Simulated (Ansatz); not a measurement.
Calculated with Ansatz (gas phase, PBE0-D4/def2-TZVP geometries, no zero-point term in ΔE). CCSD(T)/CBS adds triple-zeta CCSD(T) − MP2 to the extrapolated MP2 energy (def2 sets, frozen cores). Functionals use def2-TZVPP. B3LYP here is the variant with VWN-RPA as its local correlation; programs differ in this. For Ge outer-core shells are correlated without core-valence functions, which leaves a few kJ/mol of doubt a bond. Scalar relativity is left out up to krypton. Each species was taken in one conformer, which may not be the lowest.

Consider the cleavage of the Si–Ge bond: `CO[SiH](Cl)[GeH3]` + CH₃NH₂ → `CN[SiH](Cl)OC` + GeH₄.

`CO[SiH](Cl)[GeH3]`:

Z-matrix (Å, degrees):
```
C
O 1 1.412
H 1 1.096 2 111.5
H 1 1.095 2 111.4 3 -121.7
H 1 1.091 2 107.9 3 119.2
Si 2 1.636 1 123.3 3 51.4
Ge 6 2.381 2 112.3 1 76.6
Cl 6 2.049 2 106.4 1 -164.6
H 6 1.489 2 109.6 1 -48.3
H 7 1.537 6 110.3 2 -176.6
H 7 1.536 6 110.4 2 62.7
H 7 1.540 6 110.3 2 -57.2
```

CH₃NH₂:

```xyz
7

C    -0.297    0.083    0.477
N     0.714   -0.032   -0.560
H    -1.318   -0.185    0.172
H    -0.319    1.110    0.848
H    -0.024   -0.554    1.322
H     0.485    0.560   -1.348
H     0.759   -0.980   -0.911
```

`CN[SiH](Cl)OC`:

Cartesian coordinates in Å:
```
C 1.087 -2.347 -0.387
N 0.046 -1.343 -0.322
Si 0.307 0.257 0.146
Cl 1.299 1.418 -1.261
O -1.163 0.910 0.378
C -1.462 2.281 0.513
H 1.887 -2.090 0.312
H 0.704 -3.328 -0.092
H 1.536 -2.436 -1.383
H -0.764 -1.543 -0.888
H 1.191 0.289 1.331
H -1.068 2.680 1.453
H -1.050 2.863 -0.317
H -2.548 2.389 0.517
```

GeH₄:

Z-matrix (Å, degrees):
```
Ge
H 1 1.534
H 1 1.534 2 109.5
H 1 1.534 2 109.5 3 -120.0
H 1 1.534 2 109.5 3 120.0
```

```tsv
level	ΔE (kJ/mol)
B3LYP-D4	-71.9
PBE	-56.1
r2SCAN	-70.1
B3LYP	-69.4
SCS-MP2/def2-TZVPP	-78.2
HF/def2-QZVPP	-86.4
SCS-MP2/def2-QZVPP	-78.0
HF/CBS(def2)	-86.6
```

Q: What does CCSD(T)/CBS give? (Best estimate.)

A: Computed: -71.0 kJ/mol. The listed levels differ from it by -0.9, 14.9, 0.9, 1.6, -7.2, -15.4, -7.0, -15.6 kJ/mol.

Largest T1 diagnostic among the species: 0.012.

From PBE to PBE0 (25 % exact exchange), in def2-TZVPP and without D4, ΔE moves by −6.4 kJ/mol. In def2-TZVPP, CCSD(T) changes the Hartree–Fock value by +11.9 kJ/mol (the triples alone add +1.2 kJ/mol) and MP2 by +7.5 kJ/mol.
